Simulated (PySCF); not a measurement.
**Shapes and spin states of TcOCl2**

All numbers come from PySCF, PBE, basis Tc def2-SVP with ECP28, O def2-SVP, Cl def2-SVP (scalar-relativistic core potentials, no spin–orbit coupling, density fitting).

Relaxations began from a few typed shapes and spin states; open shells are unrestricted. The search is not exhaustive: other isomers or separated fragments can lie lower, and high-lying points may rest on an excited occupation.

**Question.** Which is the lowest minimum found?
A. doublet C2v: Tc–Cl 2.234 Å (×2), Tc–O 1.636 Å; Cl–Tc–Cl 116.1°, Cl–Tc–O 121.9° (×2)
B. quartet C2v: Tc–Cl 2.257 Å (×2), Tc–O 1.690 Å; Cl–Tc–Cl 129.3°, Cl–Tc–O 115.3° (×2)
C. quartet C2v: Tc–Cl 2.257 Å (×2), Tc–O 1.690 Å; Cl–Tc–Cl 129.3°, Cl–Tc–O 115.3° (×2)

**Answer.** A. The others lie at 21.2 (quartet C2v), 21.4 (quartet C2v) kJ/mol above it.

Formally Tc is in oxidation state +4, d3, with 1 unpaired electron (the high-spin count would be 3). The Mulliken spin on Tc is 0.93. The polar-tensor charge on Tc, 1.31, is far below the formal one.

For the lowest minimum: other spin states or occupations of the open shell can lie lower.
